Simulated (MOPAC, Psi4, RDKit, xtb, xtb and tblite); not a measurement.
Two geometries of C₉H₁₂O, SMILES Oc1ccc(C(C)C)cc1, relaxed at GFN2-xTB with one dihedral held; other torsions can differ between them too.

Structure A

```
22

C     -2.2378    -0.9767    -0.9244
C     -1.5510     0.3522    -0.5883
C     -2.2327     0.9979     0.6142
C     -0.0624     0.1374    -0.4161
C      0.6187     0.4172     0.7591
C      1.9858     0.2197     0.8596
C      2.7084    -0.2527    -0.2255
O      4.0543    -0.4612    -0.1714
C      2.0426    -0.5171    -1.4180
C      0.6816    -0.3159    -1.5038
H     -1.8102    -1.4270    -1.8155
H     -2.1206    -1.6765    -0.0991
H     -3.3007    -0.8192    -1.0946
H     -1.6817     1.0221    -1.4489
H     -2.1782     0.3488     1.4854
H     -3.2830     1.1716     0.3885
H     -1.7754     1.9550     0.8540
H      0.0923     0.7834     1.6258
H      2.4947     0.4400     1.7896
H      4.3820    -0.2341     0.7069
H      2.6106    -0.8717    -2.2634
H      0.1864    -0.5086    -2.4444
```

Structure B

```
22

C     -2.2801    -0.9723    -0.8796
C     -1.5339     0.3359    -0.5949
C     -2.1621     1.0189     0.6197
C     -0.0409     0.1082    -0.4482
C      0.6221    -0.7832    -1.2853
C      1.9805    -1.0124    -1.1712
C      2.7225    -0.3516    -0.2022
O      4.0624    -0.5483    -0.0482
C      2.0781     0.5451     0.6399
C      0.7200     0.7646     0.5143
H     -2.0110    -1.3901    -1.8448
H     -2.0581    -1.7076    -0.1089
H     -3.3531    -0.7928    -0.8850
H     -1.6791     0.9968    -1.4616
H     -1.9698     0.4447     1.5234
H     -3.2392     1.0909     0.4829
H     -1.7784     2.0273     0.7511
H      0.0835    -1.3061    -2.0598
H      2.4678    -1.7116    -1.8392
H      4.3717    -1.1913    -0.6973
H      2.6561     1.0608     1.3904
H      0.2601     1.4676     1.1891
```

Problem. Which is lower in energy at the level Psi4 with PBE0-D3(BJ)/def2-SVP // GFN2-xTB, and by how much?

Solution. A is lower, by 1.12 kcal/mol (dihedral C1–C2–C4–C5: -120° in A, 40° in B).

E(B) − E(A) in kcal/mol at the other levels, on the same two geometries: GFN2-xTB (xtb and tblite) 1.26; MMFF94 // GFN2-xTB (RDKit) 1.50; PBE0/def2-SVP // GFN2-xTB (Psi4) 1.13; PBE/def2-SVP // GFN2-xTB (Psi4) 1.11; PBE-D3(BJ)/def2-SVP // GFN2-xTB (Psi4) 1.10; UFF // GFN2-xTB (RDKit) 3.04; PM3, restricted, heats of formation // GFN2-xTB (MOPAC) 0.96; PM7, restricted, heats of formation // GFN2-xTB (MOPAC) 0.84; GFN1-xTB // GFN2-xTB (xtb) 0.97.
